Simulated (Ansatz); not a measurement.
Consider the formal hydrolysis of the Sn–C bond: `[CH3][Sn]([OH])([OH])[Cl]` + H₂O → `[OH][Sn]([OH])([OH])[Cl]` + CH₄.

Gas-phase electronic energies from Ansatz, PBE0-D4/def2-TZVP geometries. CCSD(T)/CBS is the MP2 limit (def2-TZVPP, def2-QZVPP) plus CCSD(T) − MP2 in def2-TZVPP, frozen cores. This one scheme is used for every species. DFT in def2-TZVPP. B3LYP here is the variant with VWN-RPA as its local correlation; programs differ in this. HSE06 is defined as in plane-wave codes. Elements past krypton have def2 core potentials. For Sn outer-core shells are correlated without core-valence functions, which leaves a few kJ/mol of doubt a bond. One conformer a species, not always the lowest.

`[CH3][Sn]([OH])([OH])[Cl]`:

Z-matrix (Å, degrees):
```
C
Sn 1 2.108
H 1 1.089 2 108.6
H 1 1.089 2 108.8 3 -119.7
H 1 1.088 2 109.2 3 120.1
O 2 1.953 1 114.7 3 -46.8
O 2 1.947 1 108.7 3 73.5
Cl 2 2.334 1 113.2 3 -165.8
H 6 0.961 2 112.2 1 -125.3
H 7 0.961 2 113.4 1 -166.6
```

H₂O:

```xyz
3

O     0.166   -0.343   -0.081
H     0.410    0.519   -0.425
H    -0.576   -0.177    0.505
```

`[OH][Sn]([OH])([OH])[Cl]`:

Cartesian coordinates in Å:
```
O 1.518 0.675 -0.777
Sn -0.119 -0.152 -0.144
O -0.014 -0.334 1.784
O -1.689 0.924 -0.481
Cl -0.337 -2.163 -1.248
H 1.855 0.264 -1.578
H 0.888 -0.426 2.105
H -2.102 1.211 0.339
```

CH₄:

```xyz
5

C     0.000    0.000    0.000
H     0.231   -0.859   -0.630
H    -0.833   -0.246    0.658
H    -0.271    0.848   -0.628
H     0.873    0.256    0.599
```

```json
{"level": "B3LYP-D4", "ΔE (kJ/mol)": "-25.3"}
{"level": "HSE06-D4", "ΔE (kJ/mol)": "-18.5"}
```

Q: What does CCSD(T)/CBS give? (An estimate is asked.)

A: Computed: -19.6 kJ/mol. The listed levels differ from it by -5.7, 1.1 kJ/mol.

Largest T1 diagnostic among the species: 0.014.

At CCSD(T), def2-SVP lies −11.3 kJ/mol from the extrapolated value and def2-TZVPP −1.2 kJ/mol. From PBE to PBE0 (25 % exact exchange), in def2-TZVPP and without D4, ΔE moves by +3.5 kJ/mol. In def2-TZVPP, CCSD(T) changes the Hartree–Fock value by +11.7 kJ/mol (the triples alone add −0.4 kJ/mol) and MP2 by +14.2 kJ/mol.

CCSD(T)/CBS has its own doubt, a few kJ/mol and more with outer-core shells, so smaller differences from it don't rank the levels.
